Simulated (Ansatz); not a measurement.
Start from `B[CH](Cl)[Zn][F]` and change one atom or group to get `BC(C)Cl`.

Ansatz, PBE0-D4/def2-TZVP geometries, multiplicity 1. Each molecule was computed in one conformer, which needn't be the lowest.

Scalar relativity is left out up to krypton.

```tsv
property	`B[CH](Cl)[Zn][F]`
HOMO energy (B3LYP/def2-TZVPP) / eV	-7.89
HOMO–LUMO gap (ωB97M-V/def2-TZVPP) / eV	10.16
LUMO energy (ωB97M-V/def2-TZVPP) / eV	-0.08
HOMO–LUMO gap (PBE0/def2-TZVPP) / eV	6.20
HOMO–LUMO gap (PBE/def2-TZVPP) / eV	4.22
LUMO energy (PBE0/def2-TZVPP) / eV	-1.91
```

(1) What does the change do to each property? (Best estimate.)

Answers

(1) The calculation gave: 
```csv
property,`BC(C)Cl`,shift
HOMO energy (B3LYP/def2-TZVPP) / eV,-8.49,-0.60
HOMO–LUMO gap (ωB97M-V/def2-TZVPP) / eV,12.48,2.32
LUMO energy (ωB97M-V/def2-TZVPP) / eV,1.50,1.58
HOMO–LUMO gap (PBE0/def2-TZVPP) / eV,8.34,2.14
HOMO–LUMO gap (PBE/def2-TZVPP) / eV,5.93,1.71
LUMO energy (PBE0/def2-TZVPP) / eV,-0.36,1.55
```

With PBE0 the HOMO falls by 0.60 eV and the LUMO rises by 1.55 eV, so the gap widens by about 2.15 eV. PBE moves the HOMO by -0.38 eV and ωB97M-V by -0.73 eV.

B3LYP here is the variant with VWN-RPA as its local correlation; programs differ in this.
